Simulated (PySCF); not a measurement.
**ORD: `C[C@@H]1[C@H](F)[C@H]2CC[C@@H]12`, C₇H₁₁F**

Molfile (atoms numbered from 1):
```
C7H11F
     RDKit          3D

 19 20  0  0  0  0  0  0  0  0999 V2000
   -2.2971   -0.0431   -0.5285 C   0  0  0  0  0  0  0  0  0  0  0  0
   -0.9673   -0.4053    0.1094 C   0  0  2  0  0  0  0  0  0  0  0  0
   -0.4085    0.6663    1.0741 C   0  0  2  0  0  0  0  0  0  0  0  0
   -1.2326    1.7508    1.2559 F   0  0  0  0  0  0  0  0  0  0  0  0
    0.7616    0.9329    0.1177 C   0  0  1  0  0  0  0  0  0  0  0  0
    2.0204    0.1143    0.4283 C   0  0  0  0  0  0  0  0  0  0  0  0
    1.4919   -1.0291   -0.4577 C   0  0  0  0  0  0  0  0  0  0  0  0
    0.2525   -0.1910   -0.8078 C   0  0  1  0  0  0  0  0  0  0  0  0
   -2.5379   -0.7555   -1.3144 H   0  0  0  0  0  0  0  0  0  0  0  0
   -3.0913   -0.0569    0.2142 H   0  0  0  0  0  0  0  0  0  0  0  0
   -2.2505    0.9538   -0.9599 H   0  0  0  0  0  0  0  0  0  0  0  0
   -1.0258   -1.4010    0.5549 H   0  0  0  0  0  0  0  0  0  0  0  0
   -0.1356    0.3202    2.0764 H   0  0  0  0  0  0  0  0  0  0  0  0
    0.8798    1.9666   -0.1931 H   0  0  0  0  0  0  0  0  0  0  0  0
    2.1595   -0.1314    1.4796 H   0  0  0  0  0  0  0  0  0  0  0  0
    2.9323    0.5708    0.0506 H   0  0  0  0  0  0  0  0  0  0  0  0
    2.1258   -1.2528   -1.3128 H   0  0  0  0  0  0  0  0  0  0  0  0
    1.2746   -1.9569    0.0685 H   0  0  0  0  0  0  0  0  0  0  0  0
    0.0385   -0.0436   -1.8627 H   0  0  0  0  0  0  0  0  0  0  0  0
  1  2  1  0
  2  3  1  0
  3  4  1  0
  3  5  1  0
  5  6  1  0
  6  7  1  0
  7  8  1  0
  8  2  1  0
  8  5  1  0
  1  9  1  0
  1 10  1  0
  1 11  1  0
  2 12  1  1
  3 13  1  1
  5 14  1  6
  6 15  1  0
  6 16  1  0
  7 17  1  0
  7 18  1  0
  8 19  1  6
M  END
```

Method: TDDFT wB97X-D/def2-SVPD circular dichroism and optical rotation, one conformer, gas phase (PySCF 2.14.0). Geometry: GFN2-xTB.

Singlets 9 and 10, 11 and 12 lie within 0.01 eV of each other, so their separate moments and overlaps can depend on how they mix.

Stereocentres: C2 S, C3 S, C5 S, C8 S.

Q: What is the specific rotation at 633, 589.3, 546, 436, 405, 365, 355 nm?

A: [α] in deg dm⁻¹ (g/mL)⁻¹:
| λ (nm) | origin-invariant length gauge | modified velocity gauge | length gauge (centre of mass) | isotropic polarisability (au) |
| --- | --- | --- | --- | --- |
| 633 | -14.1 | -16.7 | -14.8 | 77.6 |
| 589.3 | -16.5 | -19.5 | -17.3 | 77.8 |
| 546 | -19.5 | -23.1 | -20.5 | 78.1 |
| 436 | -32.6 | -38.5 | -34.2 | 79.1 |
| 405 | -38.9 | -45.9 | -40.7 | 79.6 |
| 365 | -50.1 | -59.2 | -52.5 | 80.4 |
| 355 | -53.8 | -63.5 | -56.3 | 80.7 |

Q: And for the mirror image at 589.3 nm?

A: +16.5 deg dm⁻¹ (g/mL)⁻¹ (origin-invariant length gauge): the same size and the opposite sign.

Q: What is the molar rotation [Φ] = [α]·M/100 of the geometry above at 589.3 nm?

A: With M = 114.16 g/mol, -18.8 deg cm² dmol⁻¹ (origin-invariant length gauge).

The first excitation lies at 8.04 eV (154 nm) with R = +7.9 × 10⁻⁴⁰ esu² cm² (velocity form).
